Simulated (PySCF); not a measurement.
Dipole moment and polarisability of `COc1ccc(F)cc1`

Compound: C7H7FO.
Structure used (GFN2-xTB), in Å, numbered top down from 1:
```xyz
16
C7H7FO angstrom
C      2.6980    0.1737    0.0845
O      1.6955   -0.6297   -0.4904
C      0.3935   -0.3235   -0.2438
C     -0.5503   -1.1620   -0.8426
C     -1.8993   -0.9442   -0.6632
C     -2.3057    0.1221    0.1213
F     -3.6277    0.3437    0.3007
C     -1.3936    0.9632    0.7245
C     -0.0387    0.7396    0.5428
H      2.6511    0.1533    1.1780
H      2.6326    1.2094   -0.2638
H      3.6430   -0.2565   -0.2430
H     -0.1964   -1.9818   -1.4468
H     -2.6344   -1.5864   -1.1212
H     -1.7394    1.7852    1.3309
H      0.6643    1.4026    1.0207
```

Level: PBE0/def2-SVPD (PySCF), static field, nuclei fixed, core orbitals frozen in the response. The polarisability tensor in these axes (au):

```
x   112.60   1.17  -0.02
y     1.17  76.76  17.03
z    -0.02  17.03  65.93
```

Problem. Give the principal values, the mean and the anisotropy Δα = √{½[(α1 − α2)² + (α2 − α3)² + (α1 − α3)²]}.

Solution. Principal values 53.46, 89.18 and 112.64 au; mean 85.10 au = 12.61 Å³ = 14.03 × 10⁻⁴⁰ C²·m²/J; Δα = 51.62 au (61 % of the mean).

Problem. What is the dipole moment, and where does it point?

Solution. (2.37, 0.57, 0.39) D, 2.47 D in size, pointing from the negative to the positive side. Measured along this direction, the outermost atoms are F7 at the negative end and H12 at the positive end.

Problem. Molar refractivity from α?

Solution. Lorentz–Lorenz: R = (4π/3)N_A α = 2.5225 cm³/(mol·Å³) × 12.61 Å³ = 31.8 cm³/mol, in the limit of long wavelengths.

Problem. Form Σ f/ω² (atomic units) for the 8 lowest TDDFT singlets, given as eV and f, and set it beside the mean polarisability, which is this sum over all singlets: 4.98, 0.0491; 5.94, 0.0904; 6.17, 0.0086; 6.73, 0.0021; 6.83, 0.0034; 6.97, 0.0009; 6.98, 0.6245; 7.14, 0.2451.

Solution. They add up to 16.70 au, 19.6 % of the 85.10 au; the largest single term is 9.50 au, from the state at 6.98 eV. Terms in order: 1.47, 1.90, 0.17, 0.03, 0.05, 0.01, 9.50, 3.56 au. Higher excitations give the rest. The strengths listed sum to 1.024.

Problem. What depolarisation ratio follows for Rayleigh scattering of linearly polarised light, taking the static tensor?

Solution. ρ = 3Δα²/(45ᾱ² + 4Δα²) = 7993.1/(325858 + 10657.5) = 0.0238.

Problem. Traceless (Buckingham) quadrupole moment about the centre of nuclear charge: eigenvalues?

Solution. -5.48, -5.02, 10.51 D·Å. The values depend on the origin, since the dipole doesn't vanish. The electronic extent ⟨r²⟩ about the same centre is 1320 bohr², a root-mean-square distance of 2.37 Å for the 66 electrons.

Problem. In a dilute gas of rigid molecules at 298 K, how does the orientational term μ²/3kT compare with the electronic polarisability?

Solution. In Gaussian units μ²/3kT = 49.38 Å³ against 12.61 Å³, a ratio of 3.92; the Debye molar polarisation (4π/3)N_A(α + μ²/3kT) is 156.4 cm³/mol, leaving out the vibrational part.

Geometry: GFN2-xTB, one conformer, isolated molecule.

These values come from a run that also computed excited states. On one thread of an Arm Neoverse V1, shared host, this took 53 s.
